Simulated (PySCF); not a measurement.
## Computed properties of sulfur tetrafluoride (F4S), SMILES FS(F)(F)F

sulfur tetrafluoride (F4S), SMILES FS(F)(F)F. Coordinates come from a TPSSh-D3(BJ)/def2-SVP optimisation. The values are those of a single conformer. All values are computed for the isolated molecule unless a solvent is named; none is compared with measurement here.

**Structure.** The optimised structure has C2v symmetry. All 9 harmonic modes at TPSSh-D3(BJ)/def2-SVP (PySCF) are real, so it is a minimum. With heavy atoms numbered as in [F:1][S:2]([F:3])([F:4])[F:5], the shortest bond between them is F1–S2 at 1.596 Å and the longest S2–F4 at 1.672 Å.

**Vibrations.** The strongest infrared lines (harmonic, unscaled, degenerate partners summed) lie at 812 cm⁻¹ (542 km/mol, S 60 %, F 40 %), 848 cm⁻¹ (159 km/mol, F 57 %, S 43 %), 868 cm⁻¹ (113 km/mol, F 56 %, S 44 %). The softest mode is at 203 cm⁻¹ and the zero-point energy is 7.2 kcal/mol.

**Electronic structure.** r2SCAN/def2-TZVP (PySCF) places the frontier levels at -8.78 and -3.31 eV, a gap of 5.47 eV, and gives a dipole moment of 0.77 D and a mean polarisability of 25.3 bohr³. PBE/def2-TZVP (PySCF) at the same geometry gives -8.41 and -3.39 eV, so its gap is 0.45 eV narrower. An orbital gap is neither the optical nor the fundamental gap.

**Excitations.** TDA-B3LYP/def2-SVPD (PySCF) has S1 at 6.40 eV (194 nm, f = 0.049, weak); the most intense of the 10 singlets computed lies at 6.40 eV (f = 0.05). T1 (TDA) is at 4.67 eV, 1.73 eV under S1. TDA-PBE/def2-SVPD (PySCF) puts S1 at 5.89 eV. No vertical singlet excitation falls in the visible range (under 3.1 eV).

**NMR.** GIAO shifts at PBE0/pcSseg-2 (PySCF) (non-relativistic, atoms alike by connectivity averaged): ¹⁹F at 91.8 ppm against CFCl3.

**Solvation.** SMD-M06-2X/def2-SVP (PySCF) gives 0.8 kcal/mol in water, -2.0 kcal/mol in ethanol, -1.8 kcal/mol in dichloromethane (1 M in both phases, gas-phase geometry); of these solvents ethanol holds the molecule best.
